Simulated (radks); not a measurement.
Question: Neutral palladium, [Kr] 4d10. Calculated with a radial shooting solver on a logarithmic mesh with Libxc functionals: non-relativistic Kohn-Sham, r2SCAN, spin-polarised, spherical densities, point nucleus; meta-GGA in the generalised Kohn-Sham scheme. Every spin shell is full or empty, so the densities are truly spherical. Functionals are evaluated on that one density, not self-consistently. Rank these orbital-free kinetic functionals by their error against the exact value of the orbitals, and give that value: Thomas-Fermi, von Weizsacker, TF + vW, TF + vW/9, TF + vW/5, LC94, APBEK, revAPBEK, Perdew 92, Thakkar, Pearson, LKT, PG1, DePristo-Kress, Ernzerhof.

Answer: Exact: 4938.13 hartree. From best to worst, with 100 (|E| - |E exact|)/|E exact| (equal figures are ties): DePristo-Kress -0.07, LC94 +0.08, APBEK +0.14, revAPBEK +0.33, Ernzerhof -0.37, Thakkar -0.53, Perdew 92 -0.66, TF + vW/9 -0.67, Pearson -0.93, TF + vW/5 +3.13, Thomas-Fermi -5.41, PG1 +15.61, LKT +19.84, TF + vW +37.31, von Weizsacker -57.27.
